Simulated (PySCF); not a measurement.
# One molecule, several mistakes: Al2C2H6

Calculated results; nothing here was measured. The program is PySCF 2.14.0, an open-source quantum chemistry code, run on an isolated molecule that a program drew, which may never have been made. The molecule is Al2C2H6 (charge 0, singlet), drawn as the SMILES string `C[CH]([Al])[AlH2]`.

Each row is a Hartree-Fock (HF) and frozen-core CCSD(T) single point in the cc-pV(D+d)Z basis, meant for a local HF minimum. Run 1 is clean. Each other run has one planted mistake out of seven kinds, and not every kind appears here: one electron removed, one electron added, multiplicity raised by two, geometry at a saddle point, minimal basis STO-3G, one bond length entered in bohr, all coordinates scaled. The reference is restricted for singlets and unrestricted otherwise, and also for a bond in bohr. Adding or removing an electron swaps singlet and doublet. Electrons count all cores. HOMO and LUMO are orbital energies over both spins, the gradient is its largest component, and the lowest frequency (negative if imaginary) is given only where the gradient is small. Bond lengths are over the 9 bonds as drawn. T1 is the CCSD diagnostic: over 0.02 (restricted) or 0.045 (unrestricted) a single reference is doubtful.

Geometry of the clean run:
```xyz
10
Al2C2H6, angstrom
C     1.4454    2.6105   -0.5501
C     0.7812    1.2126   -0.3796
Al    1.0093    0.1753   -2.0872
Al   -0.9545    1.1774    0.4984
H     0.7508    3.3269   -0.9970
H     2.3359    2.5981   -1.1933
H     1.7692    3.0369    0.4031
H     1.4263    0.5590    0.2467
H    -1.5245   -0.2010    1.0440
H    -1.8498    2.4815    0.6224
```

```
run,electrons,basis functions,<S^2>,HOMO (eV),LUMO (eV),gradient (hartree/bohr),lowest frequency (cm^-1),mean bond (Å),longest bond (Å),T1,HF (hartree),CCSD(T) (hartree),mistake
1,44,104,0.000,-7.52,0.94,3.8e-05,103,1.4539,2.011,0.0128,-563.02793,-563.50452,no fault
2,45,104,0.827,0.09,5.23,1.8e-02,-,1.4539,2.011,0.0442,-563.00762,-563.50158,one electron added
3,44,34,0.000,-3.62,9.23,3.9e-02,-,1.4539,2.011,0.0090,-556.26785,-556.48864,minimal basis STO-3G
4,44,104,1.121,-7.87,0.52,4.7e-02,-,1.6078,2.942,0.0395,-562.92224,-563.36287,?
5,44,104,2.011,-6.00,0.18,1.4e-02,-,1.4539,2.011,0.0253,-562.97794,-563.43096,?
```

**Which mistake was planted in run 4, and what did it cost?**

The mean bond changes by a factor of 1.106 and the longest by 1.463, so the molecule wasn't scaled as a whole. A length L in bohr read as angstrom grows by (1/0.5292 - 1) L = 0.890 L. The 9 bonds together grew by 9 x 0.1539 = 1.385 Å, which gives L = 1.557 Å. That is bond C1-C2, 1.557 Å in the clean geometry. So the mistake is: one bond length entered in bohr. Subtracting run 1 and multiplying by 627.51 kcal/mol a hartree, the energy moved by 66.3 kcal/mol in HF and 88.9 kcal/mol in CCSD(T).

**Which mistake was planted in run 5, and what did it cost?**

Electrons, basis and geometry are unchanged, and <S^2> is 2.011, beside S(S+1) = 2.00 for a multiplicity of 3. So the mistake is: multiplicity raised by two. Subtracting run 1 and multiplying by 627.51 kcal/mol a hartree, the energy moved by 31.4 kcal/mol in HF and 46.2 kcal/mol in CCSD(T).

Cautions from the logs. Run 2: the HOMO is above zero, so the electron isn't bound and the energy depends on the basis.
